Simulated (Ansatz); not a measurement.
Reaction (ligand exchange at the Hf–O bond): `FC(F)(F)C[O][Hf]([F])([F])[F]` + CH₃NH₂ → `C[NH][Hf]([F])([F])[F]` + `OCC(F)(F)F`

Calculated with Ansatz (gas phase, PBE0-D4/def2-TZVP geometries, no zero-point term in ΔE). CCSD(T)/CBS adds triple-zeta CCSD(T) − MP2 to the extrapolated MP2 energy (def2 sets, frozen cores). Functionals use def2-TZVPP. B3LYP here is the variant with VWN-RPA as its local correlation; programs differ in this. HSE06 is defined as in plane-wave codes. def2 core potentials past Kr. For Hf outer-core shells are correlated without core-valence functions, which leaves a few kJ/mol of doubt a bond. Each species was taken in one conformer, which may not be the lowest.

```csv
level,ΔE (kJ/mol)
r2SCANh-D4,69.6
BHLYP-D4,75.3
CAM-B3LYP-D4,75.0
PBE0,66.8
B3LYP,71.4
HSE06,66.4
HF/def2-QZVPP,82.2
MP2/CBS(def2),69.2
```

(1) What does CCSD(T)/CBS give? (Best estimate.)

Largest T1 diagnostic among the species: 0.015.

Answers

(1) The calculation gave: +69.5 kJ/mol. The listed levels differ from it by 0.1, 5.8, 5.5, -2.7, 1.9, -3.1, 12.7, -0.3 kJ/mol.

In def2-TZVPP, CCSD(T) changes the Hartree–Fock value by −10.4 kJ/mol (the triples alone add −1.2 kJ/mol) and MP2 by −10.7 kJ/mol. At CCSD(T), def2-SVP lies +9.9 kJ/mol from the extrapolated value and def2-TZVPP +1.1 kJ/mol. From BLYP to BHLYP (50 % exact exchange), in def2-TZVPP and without D4, ΔE moves by +4.7 kJ/mol.
